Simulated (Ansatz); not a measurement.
Program: Ansatz. Geometries: PBE0-D4/def2-TZVP. ΔE: electronic, gas phase. CCSD(T)/CBS is the MP2 limit (def2-TZVPP, def2-QZVPP) plus CCSD(T) − MP2 in def2-TZVPP, frozen cores. This one scheme is used for every species. DFT in def2-TZVPP. B3LYP here is the variant with VWN-RPA as its local correlation; programs differ in this. Each species was taken in one conformer, which may not be the lowest.

`[NH2][Al]([NH2])[Cl]` + H₂ → `[NH2][AlH][NH2]` + HCl  (hydrogenolysis of the Al–Cl bond)

| level | ΔE (kcal/mol) |
| --- | --- |
| B3LYP-D4 | 34.9 |
| ωB97X-V | 34.6 |
| BLYP | 32.6 |
| PBE0 | 33.8 |
| LC-ωPBE | 33.9 |
| SCS-MP2/def2-TZVPP | 35.2 |
| CCSD/def2-TZVPP | 33.9 |
| CCSD/CBS(def2) | 34.9 |

What does CCSD(T)/CBS give? (An estimate is asked.)

Ansatz gave: +35.4 kcal/mol. The listed levels differ from it by -0.5, -0.8, -2.8, -1.6, -1.5, -0.2, -1.5, -0.5 kcal/mol.

Largest T1 diagnostic among the species: 0.010.

From BLYP to BHLYP (50 % exact exchange), in def2-TZVPP and without D4, ΔE moves by +1.5 kcal/mol. The D4 term adds +1.6 kcal/mol with B3LYP and +0.9 kcal/mol with PBE0; it sums over pairs of atoms, weighted by their polarisabilities, and B3LYP, whose exchange is more repulsive, gets the larger term.
